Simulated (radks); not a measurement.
The numbers below are computed, except where a source is named.
Pm19+, configuration [Kr] 4d6.

Code: a radial shooting solver on a logarithmic mesh with Libxc functionals. Model: scalar-relativistic Kohn-Sham, PBE, spin-polarised, spherical densities, finite nucleus; open shells are filled with parallel spins first (spin-orbit coupling, left out, can overturn this in heavy ions); Fermi nuclear charge, rms radius 4.962 fm.

Energy parts (hartree):
part                       energy
total                  -9881.2610
kinetic                10547.9712
electron-nucleus      -23258.5895
Hartree                 3040.2178
exchange-correlation    -210.8604

Orbitals (lengths in bohr, moments of r in powers of bohr; r(max) is where P^2 peaks):
1s up: occ. 1; eigenvalue (hartree) -1672.479; r(max) 0.01479
1s down: occ. 1; eigenvalue (hartree) -1672.478; r(max) 0.01479
2s up: occ. 1; eigenvalue (hartree) -287.1401; r(max) 0.08380
2s down: occ. 1; eigenvalue (hartree) -287.0431; r(max) 0.08379
2p up: occ. 3; eigenvalue (hartree) -258.3795; r(max) 0.06762
2p down: occ. 3; eigenvalue (hartree) -258.3034; r(max) 0.06761
3s up: occ. 1; eigenvalue (hartree) -76.45158; r(max) 0.2382
3s down: occ. 1; eigenvalue (hartree) -76.40549; r(max) 0.2383
3p up: occ. 3; eigenvalue (hartree) -67.42190; r(max) 0.2333
3p down: occ. 3; eigenvalue (hartree) -67.36973; r(max) 0.2334
3d up: occ. 5; eigenvalue (hartree) -55.11466; r(max) 0.1912
3d down: occ. 5; eigenvalue (hartree) -55.03355; r(max) 0.1913
4s up: occ. 1; eigenvalue (hartree) -28.13713; r(max) 0.5391
4s down: occ. 1; eigenvalue (hartree) -27.87129; r(max) 0.5387
4p up: occ. 3; eigenvalue (hartree) -24.99611; r(max) 0.5574
4p down: occ. 3; eigenvalue (hartree) -24.73309; r(max) 0.5571
4d up: occ. 5; eigenvalue (hartree) -20.56307; r(max) 0.5680
4d down: occ. 1; eigenvalue (hartree) -20.30517; r(max) 0.5679
5s up: occ. 0; eigenvalue (hartree) -14.06662; r(max) 1.053
5s down: occ. 0; eigenvalue (hartree) -13.95154; r(max) 1.057
5p up: occ. 0; eigenvalue (hartree) -12.81437; r(max) 1.109
5p down: occ. 0; eigenvalue (hartree) -12.70793; r(max) 1.113

The highest occupied level is 4d down at -552.53 eV. The density falls to 0.001 e/bohr^3 at r = 1.57 bohr. Spin moment in Bohr magnetons: 4. The spin density at the nucleus is -10.338 e/bohr^3 (1s -0.793, 2s -9.587, 3s -0.381, 4s 0.423). The electron density at the nucleus is 5.138e+05 e/bohr^3 (large components only). For comparison, the ionisation energy in NIST's Atomic Spectra Database is 569 eV (theoretical). In exact Kohn-Sham theory the highest level is minus the ionisation energy, but local and semilocal functionals leave it too shallow, through self-interaction and a potential that decays too fast; potentials with the right tail come closer. Summed over all electrons, <r^2> = 6.948 bohr^2, which gives a Langevin (diamagnetic) susceptibility term of -5.5 x 10^-6 cm^3/mol.
